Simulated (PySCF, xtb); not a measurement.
B(F)(SH)2 (BFH2S2), SMILES FB(S)S.

xtb with GFN2-xTB at its own geometry gives an orbital gap of 4.35 eV and a dipole moment of 2.45 D.

Geometry: ωB97X-D3(BJ)/def2-SVP. One conformer was computed; it need not be the lowest.

Task: What does PySCF with M06-2X/def2-TZVPD give? (Estimate from the structure and the level; the computed values follow.)

Result: gap 8.53 eV (levels -8.96 and -0.43 eV), dipole 2.18 D.
